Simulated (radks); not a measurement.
Question: These are the eigenvalues of the occupied orbitals of an atom or ion with whole-number occupations (hartree). All-electron calculation, scalar-relativistic Kohn-Sham, PBE, spin-polarised, spherical densities, finite nucleus; Fermi nuclear charge, rms radius of each element as measured or else 0.836 A^(1/3) + 0.57 fm. Program: a radial shooting solver on a logarithmic mesh with Libxc functionals.

1s up: -432.5740
1s down: -432.5702
2s up: -56.49679
2s down: -56.49484
2p up: -49.77226
2p down: -49.77002
3s up: -8.84311
3s down: -8.83699
3p up: -6.76140
3p down: -6.75406
3d up: -3.33425
3d down: -3.32267
4s up: -2.12286

Which element is it, and in what charge state? The configuration may be excited. Open shells, if any, are filled with parallel spins first.

Answer: Z = 33, arsenic, charge +4: As4+ in [Ar] 3d10 4s1. The list shows which subshells hold electrons but not how many an open one holds; the 1s level, -432.57 hartree, gives Z - s = 29.4 by -(Z - s)^2/2, which with screening and relativity narrows Z to a few neighbours, and the depths of the outer levels then fix element, charge and occupations together.
